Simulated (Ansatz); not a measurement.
CH5BSiTe, SMILES `[TeH][SiH]1BC1`, relaxed with RKS PBE-D4/def2-SVP in Ansatz from a rough embedded geometry. The force threshold is 0.03 eV/Å; the program also tests the step.

Charge 0, multiplicity 1. Te: def2 effective core potential.

Start:

```xyz
9

Te   -1.557    0.124   -1.984
Si   -0.117   -0.663   -0.196
B     1.244    0.817    0.104
C     0.132    0.435    1.225
H    -2.416   -1.421   -2.023
H     0.631   -1.938   -0.292
H     2.209    1.430   -0.187
H     0.492   -0.017    2.130
H    -0.617    1.233    1.223
```

| step | energy (eV) | largest force (eV/Å) | largest move (Å) |
| --- | --- | --- | --- |
| 1 | -16952.5955 | 2.047 | 0.000 |
| 2 | -16953.0172 | 0.940 | 0.193 |
| 3 | -16953.2153 | 0.359 | 0.155 |
| 4 | -16953.2685 | 0.206 | 0.200 |
| 5 | -16953.2974 | 0.128 | 0.200 |
| 6 | -16953.3047 | 0.294 | 0.194 |
| 7 | -16953.3161 | 0.257 | 0.079 |
| 8 | -16953.3289 | 0.197 | 0.053 |
| 9 | -16953.3513 | 0.742 | 0.198 |
| 10 | -16953.3675 | 0.751 | 0.195 |
| 11 | -16953.4138 | 0.605 | 0.091 |
| 12 | -16953.4363 | 0.443 | 0.200 |
| 13 | -16953.4410 | 0.460 | 0.192 |
| 14 | -16953.4568 | 0.214 | 0.126 |
| 15 | -16953.4714 | 0.122 | 0.104 |
| 16 | -16953.4734 | 0.058 | 0.018 |
| 17 (rejected) | -16953.4734 | 0.078 | 0.019 |
| 18 | -16953.4743 | 0.026 | 0.009 |

End:

```xyz
9

Te   -1.820   -0.070   -1.984
Si    0.303   -0.436   -0.704
B     1.350    0.882    0.235
C     0.160    0.663    1.107
H    -2.516   -1.497   -1.421
H     0.646   -1.904   -0.705
H     2.529    1.018    0.470
H     0.234    0.496    2.200
H    -0.887    0.848    0.801
```

Hardware: 4 threads of an Intel Xeon Platinum 8488C on a shared host. Wall time 18 s, peak host memory 0.17 GiB.
